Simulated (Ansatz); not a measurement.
Ansatz (an electronic-structure program) input (B3LYP/def2-TZVPD):

Ansatz 0.2 input:
```yaml
crystal:
  periodic: [false, false, false]
  atoms:
    - {symbol: C, position_ang: [2.03669680, -0.09843727, 0.11574651]}
    - {symbol: O, position_ang: [0.70192437, -0.64579114, 0.13089017]}
    - {symbol: B, position_ang: [-0.39470115, 0.09192509, -0.03326542]}
    - {symbol: N, position_ang: [-0.57470299, 1.44679141, -0.24370297]}
    - {symbol: N, position_ang: [-1.68064514, -0.82064271, 0.03861846]}
    - {symbol: H, position_ang: [2.14953248, 0.62833124, 0.92011450]}
    - {symbol: H, position_ang: [2.23740904, 0.36506023, -0.85007794]}
    - {symbol: H, position_ang: [2.71955551, -0.92702002, 0.27287581]}
    - {symbol: H, position_ang: [0.20295559, 2.08637376, -0.30021972]}
    - {symbol: H, position_ang: [-1.46258941, 1.90838834, -0.35643055]}
    - {symbol: H, position_ang: [-2.30892584, -0.55911785, 0.80146744]}
    - {symbol: H, position_ang: [-2.22821244, -0.80092859, -0.82442954]}
    - {symbol: H, position_ang: [-1.38435808, -1.78680072, 0.19701824]}
basis:
  gaussian:
    orbitals: def2-TZVPD
hamiltonian:
  xc: {name: B3LYP}
total_charge: 1
output: {forces: true}
```

End of the output:

```
Total energy: -6870.77527220 eV, -252.4963340748 hartree
Atom 0 at     2.036697    -0.098437     0.115747 Å, force     0.024581    -0.007639     0.002356 eV/Å
Atom 1 at     0.701924    -0.645791     0.130890 Å, force     0.016009    -0.010107     0.002298 eV/Å
Atom 2 at    -0.394701     0.091925    -0.033265 Å, force    -0.024521    -0.013545     0.000797 eV/Å
Atom 3 at    -0.574703     1.446791    -0.243703 Å, force    -0.005121     0.024736    -0.003933 eV/Å
Atom 4 at    -1.680645    -0.820643     0.038618 Å, force    -0.004724    -0.006419     0.000720 eV/Å
Atom 5 at     2.149532     0.628331     0.920114 Å, force     0.012932     0.000359     0.003752 eV/Å
Atom 6 at     2.237409     0.365060    -0.850078 Å, force     0.013238    -0.000559    -0.002423 eV/Å
Atom 7 at     2.719556    -0.927020     0.272876 Å, force     0.010702    -0.001686     0.000782 eV/Å
Atom 8 at     0.202956     2.086374    -0.300220 Å, force     0.002874     0.021723    -0.003088 eV/Å
Atom 9 at    -1.462589     1.908388    -0.356431 Å, force    -0.012681     0.016691    -0.003112 eV/Å
Atom 10 at    -2.308926    -0.559118     0.801467 Å, force    -0.013003    -0.005437     0.003948 eV/Å
Atom 11 at    -2.228212    -0.800929    -0.824430 Å, force    -0.012636    -0.006536    -0.003440 eV/Å
Atom 12 at    -1.384358    -1.786801     0.197018 Å, force    -0.007650    -0.011579     0.001342 eV/Å
Dipole moment:    -0.994794    -0.073194    -0.038498 e Å
```

It need not be the lowest isomer of its formula.
